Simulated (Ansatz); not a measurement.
System: difluoroboranylsilane, sum formula BSiH₃F₂, charge 0, multiplicity 1. 
Geometry from a B3LYP-D3(BJ)/def2-TZVP (Ansatz, a program for electronic structure) optimisation:
```xyz
7

F      1.3008     1.1169    -0.1169
B      0.5869     0.0083     0.0016
F      1.2739    -1.1170     0.1334
Si    -1.4476     0.0010    -0.0095
H     -1.9247    -0.8963    -1.0885
H     -1.9832     1.3635    -0.2245
H     -1.9336    -0.5219     1.2898
```
Charge 0, spin multiplicity 1.

Quantity: atomisation energy (electronic, to ground-state atoms), in kJ/mol. Valence correlation only, unless marked. UHF or UKS for open shells. No spin-orbit coupling. Non-relativistic unless marked X2C. The coupled-cluster limit lacks core correlation, which all-electron functionals hold. CBS(X,Y): correlation extrapolated as X^-3; Hartree-Fock from the larger set (for Q and 5 zeta extrapolated as (X+1)exp(-9√X)). [CCSD(T)-MP2]/basis is that difference in the basis named.

```tsv
level	program	atomisation energy (kJ/mol)	minus last row
SVWN5/def2-TZVPD	Ansatz	2914.2	345.5
BLYP-D4/def2-TZVPD	Ansatz + dftd4	2560.9	-7.8
r2SCAN-D3(BJ)/def2-TZVPD	Ansatz + dftd3	2581.0	12.3
B3LYP-D3(BJ)/def2-TZVPD	Ansatz + dftd3	2565.3	-3.4
BHLYP-D3(BJ)/def2-TZVPD	Ansatz + dftd3	2501.4	-67.3
LC-wPBE-D3(BJ)/def2-TZVPD	Ansatz + dftd3	2574.8	6.1
LC-wPBE-D4/def2-TZVPD	Ansatz + dftd4	2576.6	7.9
LC-wPBE/def2-TZVPD	Ansatz	2565.2	-3.5
wB97M-V/def2-TZVPD	Ansatz	2571.9	3.2
wB97X/def2-TZVPD	Ansatz	2573.3	4.6
B2PLYP/def2-TZVPD	Ansatz	2542.7	-26.0
MP2/STO-3G	Ansatz	2662.2	93.5
MP2/6-31G	Ansatz	2111.4	-457.3
SCS-MP2/cc-pV(Q+d)Z	Ansatz	2586.2	17.5
CCSD/cc-pV(T+d)Z	Ansatz	2478.8	-89.9
CCSD/CBS(cc-pV(Q+d)Z,cc-pV(5+d)Z)	Ansatz	2533.4	-35.3
CCSD(T)/STO-3G	Ansatz	2693.3	124.6
X2C-CCSD(T)/cc-pVTZ-DK	Ansatz	2500.3	-68.4
RI-MP2/CBS(aug-cc-pV(T+d)Z,aug-cc-pV(Q+d)Z)+[CCSD(T)-MP2]/aug-cc-pV(D+d)Z	Ansatz	2569.0	0.3
RI-MP2/CBS(aug-cc-pV(T+d)Z,aug-cc-pV(Q+d)Z)+[CCSD(T)-MP2]/aug-cc-pV(Q+d)Z	Ansatz	2573.6	4.9
CCSD(T)/CBS(cc-pV(Q+d)Z,cc-pV(5+d)Z)	Ansatz	2568.7	0.0
```
